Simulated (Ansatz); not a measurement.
**Question.** Name a neutral molecule of Al, B, C, Si and H with size of the dipole moment (PBE/def2-TZVPP) between 1.55 and 1.85 D and LUMO energy (ωB97M-V/def2-TZVPP) between -0.40 and -0.10 eV (Ansatz, PBE0-D4/def2-TZVP geometry).

**Answer.** `[SiH3]C[BH][AlH][SiH3]` (1.80 D, -0.28 eV); `C[BH][AlH][SiH2]C` (1.69 D, -0.14 eV). Other molecules can fit too; these were computed, each in one conformer that needn't be the lowest.
